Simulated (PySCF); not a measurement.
SMILES CB(C)C[CH2][Al]([OH])[OH] (GFN2-xTB optimised geometry):

```
20

B      0.858    -1.331     2.298
C      1.439    -2.482     3.211
C     -0.227    -0.346     2.869
C      1.344    -1.188     0.806
C      0.780    -0.011     0.000
Al    -1.227    -0.011     0.000
O     -1.989    -1.471    -0.095
O     -2.004     1.443     0.000
H      1.827    -2.084     4.148
H      0.644    -3.173     3.492
H      2.230    -3.066     2.747
H     -1.035    -0.219     2.128
H      0.197     0.648     3.006
H     -0.676    -0.645     3.813
H      1.072    -2.120     0.296
H      2.441    -1.165     0.764
H      1.123     0.931     0.438
H      1.203    -0.035    -1.009
H     -2.441    -2.296    -0.184
H     -2.409     2.296    -0.008
```

Method: PBE0/def2-SVP run with PySCF 2.14.0.

Question: What are the frontier orbital energies and the dipole moment?

Answer: HOMO-2 -8.26 eV, HOMO-1 -7.99 eV, HOMO -7.00 eV, LUMO -0.16 eV, LUMO+1 0.69 eV; dipole moment 0.91 D.

On the same geometry PBE/def2-SVP in PySCF gives HOMO-2 -6.57 eV, HOMO-1 -6.46 eV, HOMO -5.69 eV, LUMO -1.15 eV, LUMO+1 -0.19 eV; dipole moment 0.90 D.

Meta-Löwdin charges at PBE0/def2-SVP: B1 0.26, C2 -0.42, C3 -0.39, C4 -0.28, C5 -0.47, Al6 1.02, O7 -0.74, O8 -0.74, H9 0.11, H10 0.12, H11 0.10, H12 0.10, H13 0.13, H14 0.11, H15 0.11, H16 0.10, H17 0.09, H18 0.10, H19 0.34, H20 0.34.
